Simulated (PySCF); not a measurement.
**Mn²⁺: excitation energy**

Mn²⁺ [Ar] 3d5 (6S) → Mn²⁺ [Ar] 3d4 4s1 (6D), as a difference of total energies. Computed with PySCF 2.14 in aug-cc-pVTZ-DK (8s7p5d3f2g, 93 functions), with scalar relativity by spin-free X2C-1e. Correlated levels: valence: [Ar] frozen. The calculations carry no spin-orbit coupling.

| method | excitation energy (eV) |
| --- | --- |
| UHF | 7.249 |
| MP2 (valence) | 7.729 |
| SCS-MP2 (valence) | 7.409 |
| CCSD (valence) | 7.710 |
| CCSD(T) (valence) | 7.718 |

Task: How much does correlation contribute at CCSD(T) (valence)?

Result: 7.718 − (7.249) = 0.469 eV, measured against UHF.
